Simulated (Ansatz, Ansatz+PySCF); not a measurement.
```xyz
4

O     0.0000    0.0000   -0.1627
H     0.0000    0.0000    1.3019
Li   30.0000    0.0000   -0.8788
H    30.0000    0.0000    2.6364
```

Basis set: 6-31G (spherical functions). Correlated methods keep 1 orbital frozen. Correlation on ROHF uses semicanonical orbitals with singles. Charge 0, multiplicity 2.

Computed with Ansatz (development build ahead of 0.2.0); each method stands on the lowest determinant of its kind that the runs found.

The atomization energy at this shape (free ground-state atoms in the same class of orbitals less the molecule, no zero-point energy) of doublet LiH₂O:

```tsv
method	atomization energy
UHF-MP2	24.74 kcal/mol
ROHF-MP2	17.33 kcal/mol
UHF	10.90 kcal/mol
ROHF	-35.07 kcal/mol
```

Question: What does ROHF-CCSD(T) give?

Answer: 45.98 kcal/mol. Caution: the shape is not the minimum. Caution for ROHF-CCSD(T), ROHF-MP2: a plain start can end on a higher determinant. Caution for ROHF-CCSD(T), ROHF-MP2, ROHF: an unrestricted determinant lies well below. Caution for ROHF-CCSD(T), UHF-MP2, ROHF-MP2: large amplitudes, a single reference is doubtful. Caution for UHF-MP2, UHF: the unrestricted determinant is a mixture of spin states. Caution for ROHF-MP2: another reference gives a lower total. Caution for ROHF: the molecule lies well above its atoms at this level.

This basis has no polarisation functions and is too small for such energies, which can lie far from measured ones in either direction.
